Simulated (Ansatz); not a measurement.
`[NH2][W]([OH])(=[S])=[S]` + CH₄ → `[CH3][W]([NH2])(=[S])=[S]` + H₂O  (formal exchange of groups at a W–O bond)

Program: Ansatz. Geometries: PBE0-D4/def2-TZVP. ΔE: electronic, gas phase. CCSD(T)/CBS is the MP2 limit (def2-TZVPP, def2-QZVPP) plus CCSD(T) − MP2 in def2-TZVPP, frozen cores. This one scheme is used for every species. DFT in def2-TZVPP. B3LYP here is the variant with VWN-RPA as its local correlation; programs differ in this. HSE06 is defined as in plane-wave codes. Elements past krypton have def2 core potentials. For W outer-core shells are correlated without core-valence functions, which leaves a few kJ/mol of doubt a bond. One conformer a species, not always the lowest.

`[NH2][W]([OH])(=[S])=[S]`:

```xyz
8

N    -0.164   -1.357    0.475
W     0.366    0.356   -0.221
O    -0.772    1.702    0.433
S     2.345    0.746    0.456
S     0.249    0.256   -2.341
H    -0.769   -1.997   -0.016
H     0.236   -1.770    1.304
H    -1.491    2.064   -0.090
```

CH₄:

```xyz
5

C     0.000    0.000    0.000
H     0.934   -0.545   -0.133
H    -0.343    0.375   -0.964
H     0.161    0.837    0.678
H    -0.753   -0.667    0.419
```

`[CH3][W]([NH2])(=[S])=[S]`:

Cartesian coordinates in Å:
```
C -1.264 -0.191 0.875
W 0.566 0.512 0.105
N 0.942 -0.544 -1.452
S 0.237 2.557 -0.373
S 1.992 0.201 1.649
H -1.536 0.374 1.770
H -2.052 -0.069 0.127
H -1.173 -1.248 1.140
H 1.555 -1.348 -1.447
H 0.733 -0.244 -2.394
```

H₂O:

Z-matrix (Å, degrees):
```
O
H 1 0.960
H 1 0.960 2 105.1
```

CCSD(T)/CBS gives +1.00 eV.

Q: Another level gave +1.15 eV. Which?
A. HSE06/def2-TZVPP
B. B3LYP/def2-TZVPP
C. RPA@PBE/def2-TZVPP
D. HF/def2-TZVPP

A: D. HF/def2-TZVPP 1.15, RPA@PBE/def2-TZVPP 1.03, B3LYP 1.20, HSE06 1.10 eV.

Largest T1 diagnostic among the species: 0.022, so the coupled-cluster value is less sure than usual.

From BLYP to BHLYP (50 % exact exchange), in def2-TZVPP and without D4, ΔE moves by −0.09 eV. At CCSD(T), def2-SVP lies +0.13 eV from the extrapolated value and def2-TZVPP +0.02 eV. Leaving LDA and LC-ωPBE aside and taking each functional with its dispersion term where it has one, the values, not all of them listed here, spread over 0.18 eV, from PBE-QIDH to B97M-V.
